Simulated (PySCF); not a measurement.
PySCF input for C2H4ClNSi, SMILES N#CC[SiH2]Cl, TDDFT-B3LYP/def2-SVPD. The structure is a stationary point at B3LYP-D3(BJ)/def2-SVP. This is a generated structure with no PubChem entry under its InChIKey; it may be hypothetical. The values are those of a single conformer.

```python
import numpy as np
from pyscf import gto, scf, dft, tdscf

mol = gto.M(
    atom='''
    N     2.76138928   -0.45732812   -0.31498727
    C     1.89927580    0.31330702   -0.23571513
    C     0.78441542    1.24325377   -0.15502995
    Si   -0.89247388    0.43721507   -0.55388891
    Cl   -1.28400823   -1.01918808    0.86398209
    H     0.73321330    1.67993550    0.85645999
    H     0.94137982    2.07608585   -0.86306272
    H    -1.93465747    1.49272661   -0.47655034
    H    -0.84903386   -0.18162924   -1.90071660
    ''',
    basis='def2-SVPD',
    charge=0,
    spin=0,
    max_memory=1600,
    verbose=4,
)
mf = dft.RKS(mol, xc='b3lyp').density_fit(auxbasis='def2-universal-jkfit')
mf.grids.level = 3
mf.conv_tol = 1e-9
mf.max_cycle = 100
mf.kernel()
mf.grids = dft.Grids(mol).set(level=1).build(with_non0tab=True)  # coarser grid for the response kernel
td = tdscf.TDDFT(mf)
td.singlet = True
td.nstates = 10
td.conv_tol = 1e-4
td.positive_eig_threshold = 1e-6
td.kernel(x0=td.get_init_guess(mf, 15))
td.analyze()
tt = tdscf.TDA(mf)
tt.singlet = False
tt.nstates = 4
tt.conv_tol = 1e-4
tt.positive_eig_threshold = 1e-6
tt.kernel(x0=tt.get_init_guess(mf, 9))
tt.analyze(verbose=3)
```

Log of the run:

```
PySCF version 2.14.0

[INPUT] verbose = 4
[INPUT] num. atoms = 9
[INPUT] num. electrons = 54
[INPUT] charge = 0
[INPUT] spin (= nelec alpha-beta = 2S) = 0
[INPUT] symmetry False subgroup None
[INPUT] Mole.unit = angstrom
[INPUT] Symbol           X                Y                Z      unit          X                Y                Z       unit  Magmom
[INPUT]  1 N      2.761389280000  -0.457328120000  -0.314987270000 AA    5.218269462510  -0.864224895862  -0.595239673024 Bohr   0.0
[INPUT]  2 C      1.899275800000   0.313307020000  -0.235715130000 AA    3.589111097014   0.592064460704  -0.445437039116 Bohr   0.0
[INPUT]  3 C      0.784415420000   1.243253770000  -0.155029950000 AA    1.482330311686   2.349409128633  -0.292964146605 Bohr   0.0
[INPUT]  4 Si    -0.892473880000   0.437215070000  -0.553888910000 AA   -1.686531206528   0.826216739833  -1.046698343334 Bohr   0.0
[INPUT]  5 Cl    -1.284008230000  -1.019188080000   0.863982090000 AA   -2.426423896388  -1.925986340621   1.632689526629 Bohr   0.0
[INPUT]  6 H      0.733213300000   1.679935500000   0.856459990000 AA    1.385572327889   3.174618001934   1.618474817748 Bohr   0.0
[INPUT]  7 H      0.941379820000   2.076085850000  -0.863062720000 AA    1.778950038992   3.923233667585  -1.630952169122 Bohr   0.0
[INPUT]  8 H     -1.934657470000   1.492726610000  -0.476550340000 AA   -3.655972763144   2.820844471750  -0.900549627168 Bohr   0.0
[INPUT]  9 H     -0.849033860000  -0.181629240000  -1.900716600000 AA   -1.604441465882  -0.343229519813  -3.591833814414 Bohr   0.0

nuclear repulsion = 245.934086882347
number of shells = 61
number of NR pGTOs = 217
number of NR cGTOs = 143
basis = def2-SVPD
ecp = {}


******** <class 'pyscf.df.df_jk.DFRKS'> ********
method = DFRKS
initial guess = minao
damping factor = 0
level_shift factor = 0
DIIS = <class 'pyscf.scf.diis.CDIIS'>
diis_start_cycle = 1
diis_space = 8
diis_damp = 0
SCF conv_tol = 1e-09
SCF conv_tol_grad = None
SCF max_cycles = 100
direct_scf = False
XC library pyscf.dft.libxc version 7.1.2
    S. Lehtola, C. Steigemann, M. J. T. Oliveira, and M. A. L. Marques,  SoftwareX 7, 1–5 (2018)
XC functionals = b3lyp
    P. J. Stephens, F. J. Devlin, C. F. Chabalowski, and M. J. Frisch,  J. Phys. Chem. 98, 11623 (1994)
radial grids:
    Treutler-Ahlrichs [JCP 102, 346 (1995); DOI:10.1063/1.469408] (M4) radial grids

becke partition: Becke, JCP 88, 2547 (1988); DOI:10.1063/1.454033
pruning grids: <function nwchem_prune>
grids dens level: 3
symmetrized grids: False
atomic radii adjust function: <function treutler_atomic_radii_adjust>
small_rho_cutoff = 0
Set gradient conv threshold to 3.16228e-05
Initial guess from minao.
tot grids = 119432
******** <class 'pyscf.df.df.DF'> ********
auxbasis = def2-universal-jkfit
init E= -883.110551560232
  HOMO = -0.33893015318453  LUMO = -0.0421109650636161  gap/eV = 8.07686
cycle= 1 E= -882.749266261674  delta_E= 0.361  |g|= 0.481  |ddm|= 3.76
  HOMO = -0.251177910168191  LUMO = -0.0457203098350516  gap/eV = 5.59079
cycle= 2 E= -882.536417213121  delta_E= 0.213  |g|= 1.07  |ddm|=  1.8
  HOMO = -0.314174653014943  LUMO = -0.0261883746743456  gap/eV = 7.83651
cycle= 3 E= -882.807054559326  delta_E= -0.271  |g|= 0.151  |ddm|= 1.23
  HOMO = -0.323959875524261  LUMO = -0.024717992246746  gap/eV = 8.14279
cycle= 4 E= -882.81248788185  delta_E= -0.00543  |g|= 0.0347  |ddm|= 0.208
  HOMO = -0.323813866972811  LUMO = -0.0252208542259238  gap/eV = 8.12513
cycle= 5 E= -882.812796034484  delta_E= -0.000308  |g|= 0.00578  |ddm|= 0.052
  HOMO = -0.32325646637223  LUMO = -0.0248657383492197  gap/eV = 8.11963
cycle= 6 E= -882.812805940742  delta_E= -9.91e-06  |g|= 0.00152  |ddm|= 0.0104
  HOMO = -0.323440335328064  LUMO = -0.0248781758772956  gap/eV = 8.12429
cycle= 7 E= -882.812806567855  delta_E= -6.27e-07  |g|= 0.000378  |ddm|= 0.00259
  HOMO = -0.32342713312941  LUMO = -0.024875869182126  gap/eV = 8.12399
cycle= 8 E= -882.812806603323  delta_E= -3.55e-08  |g|= 0.000121  |ddm|= 0.000609
  HOMO = -0.323421083541947  LUMO = -0.0248780935795967  gap/eV = 8.12377
cycle= 9 E= -882.81280660694  delta_E= -3.62e-09  |g|= 2.74e-05  |ddm|= 0.000192
  HOMO = -0.323422964828503  LUMO = -0.0248776150853569  gap/eV = 8.12383
cycle= 10 E= -882.812806607149  delta_E= -2.08e-10  |g|= 6.19e-06  |ddm|= 4.51e-05
  HOMO = -0.323423308325091  LUMO = -0.0248776069568564  gap/eV = 8.12384
Extra cycle  E= -882.812806607123  delta_E= 2.59e-11  |g|= 1.21e-05  |ddm|= 1.93e-05
converged SCF energy = -882.812806607123
tot grids = 38096
Overwritten attributes  positive_eig_threshold  of <class 'pyscf.tdscf.rks.TDDFT'>


******** <class 'pyscf.tdscf.rks.TDDFT'> for <class 'pyscf.df.df_jk.DFRKS'> ********
nstates = 10 singlet
deg_eia_thresh = 1.000e-03
wfnsym = None
conv_tol = 0.0001
eigh lindep = 1e-12
eigh level_shift = 0
eigh max_cycle = 100


Excitation energies (eV)
[7.11065728 7.32243816 7.35563991 7.5118576  7.67799544 7.75931701
 7.90530344 7.9312847  7.95464466 8.09399441]

** Singlet excitation energies and oscillator strengths **
Excited State   1:      7.11066 eV    174.36 nm  f=0.0068
      24 -> 28        0.10125
      27 -> 28        0.66903
      27 -> 29       -0.12025
      27 -> 31       -0.11087
Excited State   2:      7.32244 eV    169.32 nm  f=0.0124
      26 -> 28        0.68703
      26 -> 29       -0.11882
Excited State   3:      7.35564 eV    168.56 nm  f=0.0007
      24 -> 28        0.11316
      24 -> 31       -0.15102
      25 -> 29       -0.12167
      25 -> 30        0.14429
      27 -> 28        0.16099
      27 -> 29        0.25438
      27 -> 30        0.27333
      27 -> 31        0.46215
Excited State   4:      7.51186 eV    165.05 nm  f=0.0251
      25 -> 28        0.11028
      25 -> 30       -0.16463
      25 -> 31       -0.23871
      27 -> 29        0.51220
      27 -> 30       -0.29031
Excited State   5:      7.67800 eV    161.48 nm  f=0.0109
      25 -> 29        0.36027
      25 -> 30       -0.34149
      25 -> 31        0.17210
      25 -> 32        0.16157
      26 -> 29       -0.13414
      27 -> 29        0.20574
      27 -> 30        0.29804
Excited State   6:      7.75932 eV    159.79 nm  f=0.0288
      24 -> 28        0.18669
      25 -> 28        0.18326
      25 -> 29        0.13687
      25 -> 30       -0.28058
      27 -> 29       -0.26562
      27 -> 30       -0.26311
      27 -> 31        0.36890
Excited State   7:      7.90530 eV    156.84 nm  f=0.0024
      24 -> 28        0.11339
      25 -> 28       -0.21138
      26 -> 28        0.13412
      26 -> 29        0.59979
      26 -> 30        0.20957
Excited State   8:      7.93128 eV    156.32 nm  f=0.0080
      24 -> 28       -0.62069
      24 -> 31       -0.10735
      25 -> 28       -0.10715
      26 -> 30        0.10262
      27 -> 28        0.12341
      27 -> 31        0.18193
Excited State   9:      7.95464 eV    155.86 nm  f=0.0245
      24 -> 28        0.12582
      25 -> 28       -0.61161
      26 -> 29       -0.21184
      27 -> 30       -0.14730
Excited State  10:      8.09399 eV    153.18 nm  f=0.0067
      25 -> 29        0.10748
      25 -> 30       -0.12210
      26 -> 29        0.21502
      26 -> 30       -0.63392

** Transition electric dipole moments (AU) **
state          X           Y           Z        Dip. S.      Osc.
  1         0.0917     -0.0517      0.1680      0.0393      0.0068
  2        -0.1127      0.1844      0.1499      0.0692      0.0124
  3        -0.0020     -0.0639      0.0016      0.0041      0.0007
  4         0.3231     -0.1773      0.0229      0.1364      0.0251
  5        -0.2127     -0.1017     -0.0488      0.0580      0.0109
  6         0.3461      0.1769      0.0139      0.1512      0.0288
  7         0.0352      0.1053     -0.0042      0.0123      0.0024
  8        -0.0147      0.0843     -0.1836      0.0410      0.0080
  9         0.3542     -0.0033      0.0101      0.1256      0.0245
 10        -0.0658      0.1641     -0.0504      0.0338      0.0067

** Transition velocity dipole moments (imaginary part, AU) **
state          X           Y           Z        Dip. S.      Osc.
  1         0.0216     -0.0129      0.0415      0.0024      0.0060
  2        -0.0292      0.0478      0.0391      0.0047      0.0115
  3        -0.0026     -0.0171      0.0001      0.0003      0.0007
  4         0.0896     -0.0469      0.0074      0.0103      0.0248
  5        -0.0625     -0.0298     -0.0120      0.0049      0.0117
  6         0.1006      0.0505      0.0032      0.0127      0.0296
  7         0.0081      0.0342      0.0019      0.0012      0.0028
  8        -0.0042      0.0255     -0.0537      0.0036      0.0081
  9         0.1045     -0.0011      0.0009      0.0109      0.0249
 10        -0.0212      0.0515     -0.0119      0.0032      0.0073

** Transition magnetic dipole moments (imaginary part, AU) **
state          X           Y           Z
  1         0.3550     -0.4815     -0.2615
  2         0.6998      0.0697      0.6141
  3         0.0285     -0.0380     -0.3433
  4        -0.1282      0.1830      0.2539
  5         0.1681      0.0960     -0.3746
  6         0.1433     -0.1245      0.4592
  7        -0.8629     -0.7134      0.2203
  8        -0.2186      0.1098      0.4676
  9        -0.0458      0.2919      0.4433
 10        -0.2213      0.2013     -0.3875
Overwritten attributes  positive_eig_threshold  of <class 'pyscf.tdscf.rks.TDA'>


******** <class 'pyscf.tdscf.rks.TDA'> for <class 'pyscf.df.df_jk.DFRKS'> ********
nstates = 4 triplet
deg_eia_thresh = 1.000e-03
wfnsym = None
conv_tol = 0.0001
eigh lindep = 1e-12
eigh level_shift = 0
eigh max_cycle = 100


Excitation energies (eV)
[6.16136308 6.66442769 6.6887277  6.88512036]

** Triplet excitation energies and oscillator strengths **
Excited State   1:      6.16136 eV    201.23 nm  f=0.0000
Excited State   2:      6.66443 eV    186.04 nm  f=0.0000
Excited State   3:      6.68873 eV    185.36 nm  f=0.0000
Excited State   4:      6.88512 eV    180.08 nm  f=0.0000
```

The calculation finished and met its thresholds.
